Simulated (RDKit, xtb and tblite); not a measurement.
Conformational energy of SMILES CS[SiH2]CC(C)(C)C (C6H16SSi). Scanned: dihedral C1–S2–Si3–C4 and dihedral S2–Si3–C4–C5; all other coordinates were relaxed at GFN2-xTB. Points at φ and −φ are mirror images. Heavy atoms are numbered in the order of the SMILES CS[SiH2]CC(C)(C)C, hydrogens after them in the order of the atoms that carry them; the mirror image has the same energies with the sign of each dihedral reversed.

Levels: GFN2-xTB (xtb and tblite); MMFF94 // GFN2-xTB (RDKit); UFF // GFN2-xTB (RDKit).

Energies in kJ/mol at chosen points (x: dihedral C1–S2–Si3–C4 (°); y: dihedral S2–Si3–C4–C5 (°)), relative to x = 180, y = 180:

```csv
method,"(0, 120)","(-150, -150)","(0, -30)","(60, 120)","(30, 90)","(90, 180)","(120, 30)"
GFN2-xTB,14.7,3.5,39.3,8.4,10.3,5.7,10.9
MMFF94,16.1,6.9,69.1,10.6,10.0,0.6,25.3
UFF,26.0,8.4,112.3,9.2,13.3,3.6,25.0
```

MMFF94 has few fitted parameters for silicon.
